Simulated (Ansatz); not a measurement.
`F[CH2][SnH2][F]` + CH₃NH₂ → `C[NH][SnH2][F]` + `CF` at 400 K and 1 bar (ligand exchange at the Sn–C bond).

Calculated with Ansatz (gas phase, PBE0-D4/def2-TZVP geometries, no zero-point term in ΔE). CCSD(T)/CBS adds triple-zeta CCSD(T) − MP2 to the extrapolated MP2 energy (def2 sets, frozen cores). This one scheme is used for every species. def2 core potentials past Kr. For Sn outer-core shells are correlated without core-valence functions, which leaves a few kJ/mol of doubt a bond. One conformer a species, not always the lowest.

| species | CCSD(T)/CBS energy (Eh) | H − E (kJ/mol) | S (J/(mol·K)) |
| --- | --- | --- | --- |
| `F[CH2][SnH2][F]` | -454.06536 | 146.7 | 376.8 |
| CH₃NH₂ | -95.75281 | 185.4 | 256.0 |
| `C[NH][SnH2][F]` | -410.19979 | 214.3 | 380.4 |
| `CF` | -139.63461 | 117.5 | 234.3 |

H − E and S are ideal-gas, rigid-rotor, harmonic terms from PBE0-D4/def2-TZVP, for one conformer and one mirror image of each species. 1 Eh = 2625.50 kJ/mol, R = 8.31446 J/(mol·K).

Problem. By hand: ΔE, ΔH, ΔS and ΔG.

Solution. ΔE = (-410.19979) + (-139.63461) − (-454.06536) − (-95.75281) = -0.01623 Eh = -42.6 kJ/mol. Δ(H − E) = 214.3 + 117.5 − 146.7 − 185.4 = -0.3, so ΔH = -42.9 kJ/mol. ΔS = 380.4 + 234.3 − 376.8 − 256.0 = -18.1 J/(mol·K). ΔG = -42.9 − 400 × (-18.1)/1000 = -35.7 kJ/mol.

Problem. By hand: the equilibrium constant, and the temperature at which ΔG would vanish if ΔH and ΔS stayed fixed.

Solution. log₁₀ K = −ΔG/(RT ln 10) = 4.7. ΔG = 0 at ΔH/ΔS = 2370 K, though so small a ΔS makes that figure unsure.

ΔH outweighs TΔS. A doubt of 5 kJ/mol in ΔE shifts log₁₀ K by 0.7 here. Other conformers and mirror images would add mixing entropy, several J/(mol·K) or more a flexible species. Modes under 60 cm⁻¹, often nearly free rotors, make the harmonic entropy too high. These are equilibria of isolated gas molecules and say nothing of rates. Largest T1 diagnostic: 0.013 (customary marks: 0.02 for closed shells, 0.045 for open ones).
